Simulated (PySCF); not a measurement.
# IF4: from structure and modes to constants

Level of theory: PySCF, UPBE0, basis I def2-SVP with ECP28, F def2-SVP (scalar-relativistic core potentials, no spin–orbit coupling, density fitting).

The doublet minimum has C4v symmetry. Masses (u): I 126.90447, F 18.99840.

```xyz
5
charge 0 multiplicity 2, angstrom
I     0.0000    0.0000    0.1017
F     1.9332    0.0002   -0.1749
F    -1.9332   -0.0001   -0.1749
F    -0.0001    1.9332   -0.1744
F     0.0001   -1.9331   -0.1753
```

Harmonic wavenumbers (cm⁻¹): 116.1 (b1, ×1), 172.1 (e, ×2), 228.7 (b2, ×1), 244.5 (a1, ×1), 573.7 (b1, ×1), 604.7 (a1, ×1), 617.4 (e, ×2).

What is the harmonic zero-point energy?

Half the sum of all 9 wavenumbers, 3347/2 = 1673 cm⁻¹, which is 20.0 kJ/mol (1 cm⁻¹ = 0.0119627 kJ/mol).

Give the standard entropy (298.15 K, 1 bar) by its translational, rotational, vibrational and spin parts, and Cp.

Sackur–Tetrode with M = 202.90 u gives 175.1; rotation with symmetry number 4 gives 101.9; vibration 56.2; spin R ln 2 = 5.8. The total is 339.0 J/(mol K), and Cp = 4 R + 55.9 = 89.2 J/(mol K).

Only a few start shapes were tried, so a lower isomer may exist. With an element this heavy the missing spin–orbit coupling can shift these numbers.
